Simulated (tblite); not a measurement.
I4Si, triplet, at the geometry of the source list (a higher spin typed on purpose: for a closed-shell molecule this is an excited state); GFN1-xTB run with tblite 0.6.0.

tblite was given this input:
```
$ tblite run mol.xyz --method gfn1 --charge 0 --spin 2 --spin-polarized --json tblite.json --no-restart

# file mol.xyz
5

I      2.20510000    -1.03010000     0.43950000
Si    -0.00000000     0.00000000    -0.00000000
I     -1.45120000    -1.62600000    -1.16910000
I     -1.04890000     0.64860000     2.14380000
I      0.29500000     2.00750000    -1.41410000
```

**Question.** Write the output that tblite gives for this input, abridged.

**Answer.** 
```
xTB calculator
 | screened Coulomb repulsion
 | Coulomb electrostatics
 |  * isotropic Klopman-Ohno-Mataga-Nishimoto electrostatics
 |  * onsite third-order electrostatics
 | DFT-D3(BJ) dispersion correction
 | Interactions (1)
 | [1] spin polarization

halogen bonding energy    0.0000000000000E+00 Eh
repulsion energy          5.2690599283984E-02 Eh
dispersion energy        -4.8089989602009E-03 Eh
interaction energy        0.0000000000000E+00 Eh
number of electrons       3.2000000000000E+01 e
integral cutoff           2.8146159136829E+01 bohr

------------------------------------------------------------
  cycle        total energy    energy error   density error
------------------------------------------------------------
      1     -17.67856543910  -1.7726447E+01   2.8679576E-01
      2     -17.67954895046  -9.8351136E-04   1.6559182E-01
      3     -17.66823773221   1.1311218E-02   5.8948238E-02
      4     -17.68102955761  -1.2791825E-02   1.3907359E-02
      5     -17.67435232004   6.6772376E-03   4.5029426E-02
      6     -17.68099030967  -6.6379896E-03   1.0682573E-02
      7     -17.68136176926  -3.7145958E-04   1.6585179E-03
      8     -17.68135895529   2.8139734E-06   1.8339138E-03
      9     -17.68135954041  -5.8512141E-07   1.7663646E-03
     10     -17.68136876496  -9.2245526E-06   6.3870096E-05
     11     -17.68136872409   4.0865441E-08   1.3481986E-04
     12     -17.68136877440  -5.0309758E-08   5.5164342E-06
------------------------------------------------------------

electronic energy        -1.7729250374727E+01 Eh
total energy             -1.7681368774404E+01 Eh

Post processing:
 | Mayer-Wiberg bond orders

[Info] JSON dump of results written to 'tblite.json'
```
